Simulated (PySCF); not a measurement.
Ground-state electric properties of a mixed set of molecules.

All values: CAM-B3LYP/def2-SVPD (PySCF) at PBE0-D3(BJ)/def2-SVP geometries, gas phase, one conformer each. Core orbitals are frozen in the response; Δα² is half the sum of the squared differences of the principal polarisabilities. Atoms past krypton carry effective core potentials. The calculation is non-relativistic apart from the core potentials, for gallium and germanium too.

**Question.** Rank by mean static polarisability, highest first.
A. 3,3,4,4,5,5,5-heptafluoropent-1-ene, `C=CC(F)(F)C(F)(F)C(F)(F)F`
B. Ge(eta1-allyl)2H2, `[H][Ge]([H])([CH2]C=C)[CH2]C=C`
C. p-diethylbenzene, `CCc1ccc(CC)cc1`
D. Te(OMe)2, `CO[Te]OC`

**Answer.** C (17.66 Å³), B (16.32 Å³), D (11.14 Å³), A (9.76 Å³).

**Question.** Rank by HOMO–LUMO gap, lowest first.
A. `[H][Ge]([H])([CH2]C=C)[CH2]C=C`
B. `[H][Ga]([H])[N]=C=S`
C. `CCC1=CC=C(CC)C=C1`
D. `CO[Te]OC`
E. `C=CC(F)(F)C(F)(F)C(F)(F)F`

**Answer.** D (6.73 eV), B (6.98 eV), C (8.78 eV), A (8.98 eV), E (10.30 eV).

All values together:

| SMILES | formula | μ (D) | HOMO (eV) | LUMO (eV) | α (Å³) | Δα (Å³) | electrons | α per electron (Å³) | ΔSCF removal energy (eV) |
| --- | --- | --- | --- | --- | --- | --- | --- | --- | --- |
| CO[Te]OC | C2H6O2Te | 0.34 | -7.54 | -0.81 | 11.14 | 3.05 | 86 | 0.130 | 8.50 |
| CCc1ccc(CC)cc1 | C10H14 | 0.00 | -7.88 | 0.90 | 17.66 | 9.26 | 74 | 0.239 | 8.43 |
| [H][Ga]([H])[N]=C=S | CH2GaNS | 3.45 | -8.40 | -1.42 | 11.01 | 10.31 | 62 | 0.178 | – |
| [H][Ge]([H])([CH2]C=C)[CH2]C=C | C6H12Ge | 0.82 | -8.04 | 0.94 | 16.32 | 9.45 | 80 | 0.204 | – |
| C=CC(F)(F)C(F)(F)C(F)(F)F | C5H3F7 | 2.65 | -10.31 | 0.00 | 9.76 | 3.20 | 96 | 0.102 | – |

Conformers: `CO[Te]OC`; `[CH3:1][CH2:2][c:3]1[cH:4][cH:5][c:6]([CH2:7][CH3:8])[cH:9][cH:10]1` with C1–C2–C3–C4 91°, C5–C6–C7–C8 88°; `[H][Ge]([H])([CH2]C=C)[CH2]C=C`; `[CH2:1]=[CH:2][C:3]([F:4])([F:5])[C:6]([F:7])([F:8])[C:9]([F:10])([F:11])[F:12]` with C1–C2–C3–F4 128°, C2–C3–C6–F7 -59°.

A dash marks a removal energy that wasn't run or isn't settled.
